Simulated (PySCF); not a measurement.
A species of formula C9H12O2 has this rotational fingerprint, computed with PBE0/pcSseg-1 in PySCF (dipole) on a GFN2-xTB geometry, gas phase:

* Rotational constants: A = 1668, B = 909.5, C = 700.1 MHz
* Dipole components: |μa| = 0.29 D, |μb| = 0.37 D, |μc| = 0.56 D
* Inertial defect: -136.66 u·Å²
* κ: -0.57

**Question.** Which candidate fits, each taken in the one conformer that was computed?
A. `[CH3:1][CH2:2][CH2:3][C:4]1([C:5]#[C:6][C:7](=[O:8])[OH:9])[CH2:10][CH2:11]1` with C1–C2–C3–C4 180°, C2–C3–C4–C5 -64°, C6–C7–O9–H 180°
B. `[CH3:1][CH2:2][O:3][c:4]1[cH:5][cH:6][c:7]([O:8][CH3:9])[cH:10][cH:11]1` with C1–C2–O3–C4 73°, C2–O3–C4–C5 -172°, C6–C7–O8–C9 -1°
C. `[CH3:1][C:2](=[O:3])[O:4][C@@:5]12[CH2:6][C@H:7]3[C@@H:8]1[C@@:9]3([CH3:10])[CH2:11]2` with C1–C2–O4–C5 178°, C2–O4–C5–C6 -162°
D. `[CH3:1][O:2][C@:3]12[CH:4]=[CH:5][C@H:6]([CH:7]=[CH:8]1)[C@@H:9]2[CH2:10][OH:11]` with C1–O2–C3–C4 -56°, C6–C9–C10–O11 -167°, C9–C10–O11–H 58°
E. `[CH2:1]=[CH:2][C@@H:3]1[CH2:4][C:5](=[O:6])[C@@H:7]([CH3:8])[CH2:9][C:10]1=[O:11]` with C1–C2–C3–C4 -150°, C2–C3–C4–C5 -63°, C3–C4–C5–O6 142°, C4–C5–C7–C8 -141°, C5–C7–C9–C10 56°

**Answer.** E. It is C=C[C@@H]1CC(=O)[C@@H](C)CC1=O, an asymmetric top, point group C1. The candidates at the same level (rigid rotor, commonest isotopes):

| SMILES | A (MHz) | B (MHz) | C (MHz) | μa (D) | μb (D) | μc (D) | Δ (u·Å²) | point group | rotor |
| --- | --- | --- | --- | --- | --- | --- | --- | --- | --- |
| CO[C@]12C=C[C@H](C=C1)[C@@H]2CO | 1605 | 1232 | 920.9 | 1.70 | 1.04 | 0.57 | -176.33 | C1 | asymmetric top |
| CCCC1(C#CC(=O)O)CC1 | 1462 | 572.5 | 436.6 | 2.74 | 0.61 | 0.36 | -70.94 | C1 | asymmetric top |
| CCOc1ccc(OC)cc1 | 3441 | 529.3 | 483.4 | 0.09 | 0.05 | 0.34 | -56.20 | C1 | near-prolate asymmetric top |
| C=C[C@@H]1CC(=O)[C@@H](C)CC1=O | 1668 | 909.5 | 700.1 | 0.29 | 0.37 | 0.56 | -136.66 | C1 | asymmetric top |
| CC(=O)O[C@@]12C[C@H]3[C@@H]1[C@@]3(C)C2 | 2504 | 781.1 | 678.2 | 0.08 | 1.38 | 0.14 | -103.58 | C1 | asymmetric top |

`CCOc1ccc(OC)cc1` has A 106 % too high; `CO[C@]12C=C[C@H](C=C1)[C@@H]2CO` has B 35 % too high; `CCCC1(C#CC(=O)O)CC1` has C 38 % too low; `CC(=O)O[C@@]12C[C@H]3[C@@H]1[C@@]3(C)C2` has A 50 % too high. No structure here is proved a minimum.
